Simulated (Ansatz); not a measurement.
`CO[Si@@H](Cl)[Si@H](O)Cl`, charge 0, multiplicity 1.

(1) Give a relaxed structure at PBE0-D4/def2-TZVP (Ansatz 0.2.0). (Best estimate.)

## Answers

(1) The calculation gave: 
```xyz
13

C    -0.1182   -1.3039   -2.1937
O    -0.2756   -0.9442   -0.8349
Si    0.5992    0.1974   -0.0700
Cl    0.2344    2.0710   -0.8933
Si   -0.1619    0.3924    2.1352
O    -1.4869    1.3491    2.1750
Cl    1.4163    1.2331    3.1644
H     0.9357   -1.4688   -2.4429
H    -0.5194   -0.5250   -2.8481
H    -0.6691   -2.2292   -2.3639
H     2.0535   -0.0357   -0.2624
H    -0.5281   -0.8609    2.8262
H    -1.4799    2.1248    1.6083
```
This is one stationary point; other conformers may exist.
